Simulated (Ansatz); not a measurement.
Start from `[OH][Zr]([OH])([F])[SeH]` and change one atom or group to get `[OH][Zr]([F])([Cl])[SeH]`.

Ansatz, PBE0-D4/def2-TZVP geometries, multiplicity 1. Each molecule was computed in one conformer, which needn't be the lowest.

Elements past krypton have def2 core potentials. Scalar relativity is left out up to krypton.

| property | `[OH][Zr]([OH])([F])[SeH]` |
| --- | --- |
| HOMO–LUMO gap (B3LYP/def2-TZVPP) / eV | 5.54 |
| HOMO energy (ωB97M-V/def2-TZVPP) / eV | -9.03 |
| HOMO–LUMO gap (PBE/def2-TZVPP) / eV | 4.02 |
| HOMO–LUMO gap (ωB97M-V/def2-TZVPP) / eV | 9.49 |
| LUMO energy (B3LYP/def2-TZVPP) / eV | -1.15 |
| HOMO energy (PBE/def2-TZVPP) / eV | -5.79 |

Give the same properties after the change, and the shifts. (Estimate.)

The calculation gave: 
```json
{"property": "HOMO–LUMO gap (B3LYP/def2-TZVPP) / eV", "`[OH][Zr]([F])([Cl])[SeH]`": "5.31", "shift": "-0.23"}
{"property": "HOMO energy (ωB97M-V/def2-TZVPP) / eV", "`[OH][Zr]([F])([Cl])[SeH]`": "-9.48", "shift": "-0.45"}
{"property": "HOMO–LUMO gap (PBE/def2-TZVPP) / eV", "`[OH][Zr]([F])([Cl])[SeH]`": "3.82", "shift": "-0.20"}
{"property": "HOMO–LUMO gap (ωB97M-V/def2-TZVPP) / eV", "`[OH][Zr]([F])([Cl])[SeH]`": "9.85", "shift": "0.36"}
{"property": "LUMO energy (B3LYP/def2-TZVPP) / eV", "`[OH][Zr]([F])([Cl])[SeH]`": "-1.85", "shift": "-0.70"}
{"property": "HOMO energy (PBE/def2-TZVPP) / eV", "`[OH][Zr]([F])([Cl])[SeH]`": "-6.27", "shift": "-0.48"}
```

With PBE0 the HOMO falls by 0.47 eV and the LUMO falls by 0.73 eV, so the gap narrows by about 0.26 eV. PBE moves the HOMO by -0.48 eV and ωB97M-V by -0.45 eV.

B3LYP here is the variant with VWN-RPA as its local correlation; programs differ in this.

Spin–orbit coupling is left out; it splits and shifts lone-pair levels of the heavy atoms by tenths of an eV.
